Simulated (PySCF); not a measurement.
## `C=CC1=COBO1`, C$_{4}$H$_{5}$BO$_{2}$

Geometry:
```tsv
atom	x (Å)	y (Å)	z (Å)
C1	-2.109	-0.416	0.724
C2	-1.338	0.291	-0.095
C3	0.099	0.172	-0.146
C4	1.003	0.818	-0.917
O5	2.252	0.386	-0.623
B6	2.096	-0.557	0.363
O7	0.772	-0.697	0.665
H8	-1.683	-1.130	1.407
H9	-3.179	-0.302	0.735
H10	-1.754	1.011	-0.785
H11	0.885	1.569	-1.673
H12	2.957	-1.146	0.864
```

Method used: PySCF, quadratic response B3LYP/def2-SVPD first hyperpolarisability, Taylor convention, gas phase. Geometry: GFN2-xTB.

(1) Give the tensor of the second harmonic β(−2ω;ω,ω) at 1064 nm in the axes of these coordinates.

## Answers

(1) In au, Taylor convention; rows are the first index (the induced dipole):
```
       xx     yy     zz      xy      xz     yz
x  +284.5  -20.6   +9.6  +126.9  -159.1  +29.5
y  +133.2  +11.3  -13.3   -16.3   +24.6   +8.5
z  -165.5   +7.4   -9.3   +25.2   +14.7  -15.4
```
Norm of βᵢ = ⅓ Σⱼ (βᵢⱼⱼ + βⱼᵢⱼ + βⱼⱼᵢ): 347.0 au, hyper-Rayleigh value 172.3 au.
